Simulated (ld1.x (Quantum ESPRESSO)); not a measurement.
# bromine (Br): excitation energies, all-electron against TM semilocal

bromine, norm-conserving Troullier–Martins (semilocal form), made with ld1.x (Quantum ESPRESSO) 7.5 (revPBE, scalar-relativistic). Core [Ar] 3d10, reference 4s2 4p5. Waves: 4p (bound): rc 1.75 bohr; 4d channel at 0.05 Ry: rc 1.55 bohr; 4s (bound): rc 1.30 bohr. Local part: the s channel. Core correction: Bessel-smoothed model core inside 0.85 bohr.

Energies are relative to the spin-unpolarised reference configuration 4s2 4p5; without spin polarisation the order of configurations can differ from experiment.

```
valence configuration  charge  ΔE all-electron (eV)  error AE − PS (meV)
              4s2 4p4      +1                12.516                 -1.1
              4s2 4p2      +3                69.170                  -15
              4s1 4p5      +1                25.502                 -6.7
              4s2 4p1      +4               115.117                  -57
              4s1 4p6       0                12.350                 -5.9
```

Task: What are ΔE and the potential's error for 4s2 4p4.5?

Result: ΔE = 5.056 eV all-electron; the error (AE − PS) is -0.6 meV.

Task: What are ΔE and the potential's error for 4s2 4p3?

Result: ΔE = 35.238 eV all-electron; the error (AE − PS) is -3.1 meV.
